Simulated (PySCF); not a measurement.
# C₆ coefficients of unlike pairs at PBE0

Calculated with PySCF 2.14 from the dipole response of each species, C₆(A,B) = (3/π) ∫ α_A(iu) α_B(iu) du, in atomic units, from isotropic polarisabilities. For ions this is the dispersion term alone; charge-induced terms of lower order in 1/R come first.

```json
{"species": "B³⁺", "configuration": "1s2 (1S)", "basis": "x2c-TZVPPall with one added diffuse shell each of s, p, d type (6s4p3d1f)", "relativity": "spin-free X2C", "α (bohr³)": "0.01400", "C₆ (like pair)": "0.001119"}
{"species": "Sn³⁺", "configuration": "[Kr] 4d10 5s1 (2S)", "basis": "aug-cc-pVTZ-PP with one added diffuse shell each of d, f type with ECP28MDF (6s5p5d3f)", "relativity": "core potential", "α (bohr³)": "9.146", "C₆ (like pair)": "30.44"}
{"species": "O²⁺", "configuration": "[He] 2s2 2p2 (3P)", "basis": "aug-cc-pVTZ (5s4p3d2f)", "relativity": "none", "α (bohr³)": "1.747", "C₆ (like pair)": "2.333"}
{"species": "P⁺", "configuration": "[Ne] 3s2 3p2 (3P)", "basis": "x2c-TZVPPall with one added diffuse shell each of s, p, d type (6s6p4d1f)", "relativity": "spin-free X2C", "α (bohr³)": "14.28", "C₆ (like pair)": "73.59"}
```

(1) Estimate C₆ for P⁺ with O²⁺.

No spin-orbit coupling is included.

The other pairs:

```tsv
pair	C₆
P⁺, Sn³⁺	47.00
O²⁺, B³⁺	0.03679
P⁺, B³⁺	0.1441
Sn³⁺, B³⁺	0.1066
O²⁺, Sn³⁺	8.061
```

## Answers

(1) The integral gives 12.11. The combination rule 2 C_A C_B / (C_A α_B/α_A + C_B α_A/α_B) gives 12.23 and the geometric mean 13.10.
